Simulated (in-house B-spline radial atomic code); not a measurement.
**Ionising Tc3+ with different functionals**

Computed with a B-spline radial code for spherical atoms: four-component Dirac-Coulomb Hamiltonian, Fermi nucleus of rms radius 4.41117 fm, spin-restricted, spherical fractional occupations for the functionals. The ionisation energy is the difference of two self-consistent energies, [Kr] 4d4 → [Kr] 4d3, without Breit or QED terms; ε is the level of the shell that loses the electron (mean over j). The electron is taken from both j subshells in proportion to 2j + 1, so the result is a j average, not the step between ground levels.

Hybrids are left out here: with spherical fractional occupations of an open shell their exact exchange keeps a self-interaction that integer-occupation calculations don't have.

```csv
method,rung,ΔSCF (eV),-ε(4d) (eV)
LDA VWN5,LDA,42.24,35.37
relativistic LDA,LDA,?,?
LDA PW92,LDA,42.23,35.36
LDA exchange-only,LDA,40.65,33.82
PBE,GGA,42.03,35.15
PBEsol,GGA,42.00,35.13
BLYP,GGA,41.91,35.04
RPBE,GGA,41.98,35.09
PW91,GGA,42.10,35.22
BP86,GGA,42.10,35.23
AM05,GGA,42.00,35.12
OLYP,GGA,?,?
```

**Question.** What does relativistic LDA give?

**Answer.** ΔSCF 42.25 eV, and -ε(4d) = 35.38 eV.

**Question.** What does OLYP give?

**Answer.** ΔSCF 42.14 eV, and -ε(4d) = 35.21 eV.

**Question.** How do they compare with the NIST value?

**Answer.** NIST lists 41 eV ± 1.7 (tabulated theory, ground level to ground level). Errors run from -0.35 to +1.25 eV; all lie within about twice that uncertainty, so the table can't rank the methods.
